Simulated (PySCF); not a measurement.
Ga(I)(OH)2, H2GaIO2, SMILES [OH][Ga]([OH])[I], PBE0/def2-SVP optimised geometry.

```
6

Ga    -0.18    -0.29     0.00
I     -1.39     1.86     0.00
O      1.59    -0.29     0.00
H      1.96    -1.18     0.00
O     -1.00    -1.86     0.00
H     -1.96    -1.81     0.00
```

Density from PBE0/def2-TZVP, def2 effective core potentials past Kr in PySCF at that geometry. The core electrons that the potentials of I replace are not part of the density.

Minimum of the electron density along straight lines between bonded atoms, close to the bond critical point (lines longer than 1.1 times the sum of covalent radii, or with two minima, are not listed):

```tsv
bond	length / Å	ρ at the minimum / e bohr⁻³	∇²ρ there / e bohr⁻⁵	position (fraction from the first atom)
Ga1–I2	2.468	(withheld)	(withheld)	0.42
Ga1–O3	1.770	0.141	0.75	0.48
O3–H4	0.964	0.355	-2.39	0.81
Ga1–O5	1.776	0.138	0.74	0.48
O5–H6	0.963	0.356	-2.41	0.81
```

**Question.** What belongs in the gaps?

**Answer.** 
- Ga1–I2, ρ at the minimum / e bohr⁻³: 0.078
- Ga1–I2, ∇²ρ there / e bohr⁻⁵: 0.06
